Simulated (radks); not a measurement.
The numbers below are computed, except where a source is named.
Effect of the nuclear size on the bismuth ion Bi+, [Hg] 6p2. Level of theory: Dirac Kohn-Sham, PBE, spin-unpolarised, spherical densities, finite nucleus; open shells are shared between the two j in proportion to 2j + 1; Fermi nuclear charge, rms radius 5.5211 fm (a radial shooting solver on a logarithmic mesh with Libxc functionals). The rms radius is varied about that value; shifts are against it.

rms radius (fm)  total energy shift (eV)  density at nucleus (e/bohr^3)  1s1/2 shift (meV)  2s1/2 shift (meV)  5p1/2 shift (meV)  6s1/2 shift (meV)  6p1/2 shift (meV)  6p3/2 shift (meV)  7s1/2 (empty) shift (meV)
4.5383                             -47.7                      3.241e+06             -19000              -2910              0.519              -4.34              0.484              0.649                     -0.649
5.3113                             -10.6                      3.021e+06              -4220               -648              0.114             -0.966              0.108              0.145                     -0.144
5.5211                                 0                      2.969e+06              0.000              0.000              0.000              0.000              0.000              0.000                      0.000
5.6923                              8.84                      2.929e+06               3510                539             -0.095              0.803             -0.090             -0.120                      0.120
6.6805                              62.7                      2.726e+06              24900               3820             -0.663               5.70             -0.635             -0.853                      0.852

Slopes of the eigenvalues against <r^2> in GHz/fm^2, as finite differences over the two radii next to the reference (eigenvalue slopes, not the field-shift constants of lines): 1s1/2 446000, 2s1/2 68500, 5p1/2 -12.1, 6s1/2 102, 6p1/2 -11.4, 6p3/2 -15.3, 7s1/2 (empty) 15.3.
